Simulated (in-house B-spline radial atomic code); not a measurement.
The numbers below are computed, except where a source is named.
## Br in an electron gas of r_s = 4: phase shifts, screening and friction

A nucleus sits in a uniform electron gas with a rigid positive background. The Kohn-Sham equations are solved self-consistently in the spin-unpolarised LDA (PW92), non-relativistic, on B-splines with outgoing waves at the boundary and partial waves to l = 8. The model has no lattice, no bands and no magnetic solution. Atomic units; δ_l are the phase shifts at the Fermi level, counted so that each bound state adds π, and good to about 0.0005.

The density parameter is r_s = 4 bohr.

```tsv
l	δ_l (rad)
0	11.7075
1	8.9906
2	3.2517
3	0.0075
4	-0.0011
5	0.0001
6	0.0000
7	0.0001
8	0.0001
```

Bound levels below the band bottom (hartree): s -8.155, p -6.045, d -2.268, s -0.494, p -0.08935 and deeper ones.

Question: Check the Friedel sum rule, and say where the screening charge sits.

Answer: k_F = (9π/4)^(1/3)/r_s = 0.47979. The rule is Z = (2/π) Σ (2l + 1) δ_l. The terms are s 7.453, p 17.171, d 10.350, f 0.033 and -0.004 beyond, in all 35.004 against Z = 35. Bound states hold 8 s, 18 p, 10 d electrons, so the scattering states carry -1.00 in all; where a term is smaller than its bound count, the bound level has drawn weight out of the band.

Question: Find the transport cross section and the electronic stopping of a 2 keV Br ion (mass 79.9 u).

Answer: σ_tr = (4π/k_F²) Σ (l + 1) sin²(δ_l − δ_(l+1)). The terms for l = 0 to 3 are 0.1698, 0.5362, 0.0315, 0.0003, all together 0.7378, so σ_tr = 54.589 × 0.7378 = 40.276 bohr². With n = 3/(4π r_s³) = 0.00373, the friction coefficient is Q = n k_F σ_tr = 0.0721. For v well below v_F = 0.480, dE/dx = Q v; with 24801 eV per u at v = 1, v = √(2000/(24801 × 79.9)) = 0.0318, so dE/dx = 0.00229 hartree/bohr = 1.18 eV/nm. The largest term couples the p and d waves.
